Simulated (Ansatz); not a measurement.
Calculated with Ansatz (gas phase, PBE0-D4/def2-TZVP geometries, no zero-point term in ΔE). CCSD(T)/CBS adds triple-zeta CCSD(T) − MP2 to the extrapolated MP2 energy (def2 sets, frozen cores). This one scheme is used for every species. Functionals use def2-TZVPP. B3LYP here is the variant with VWN-RPA as its local correlation; programs differ in this. One conformer a species, not always the lowest.

Reaction (substitution at a C–C bond): `FCC[SiH3]` + `OCF` → `FCOC[SiH3]` + `CF`

Is it downhill or uphill in electronic energy at CCSD(T)/CBS, and by how much? (Best estimate.)

Computed: Uphill: ΔE = +69.1 kJ/mol.

What do these levels give: B3LYP-D4, ωB97X-V, ωB97M-V, B2PLYP, PBE0, HF/def2-TZVPP, MP2/def2-TZVPP, SCS-MP2/def2-TZVPP, MP2/def2-QZVPP, SCS-MP2/def2-QZVPP, HF/CBS(def2), CCSD/CBS(def2)? (An estimate is asked.)

Ansatz gave: B3LYP-D4 60.9, ωB97X-V 64.5, ωB97M-V 66.9, B2PLYP 65.9, PBE0 70.3, HF/def2-TZVPP 66.2, MP2/def2-TZVPP 72.3, SCS-MP2/def2-TZVPP 68.0, MP2/def2-QZVPP 73.1, SCS-MP2/def2-QZVPP 69.1, HF/CBS(def2) 65.9, CCSD/CBS(def2) 70.2 kJ/mol.

Largest T1 diagnostic among the species: 0.012.

From PBE to PBE0 (25 % exact exchange), in def2-TZVPP and without D4, ΔE moves by +4.1 kJ/mol.
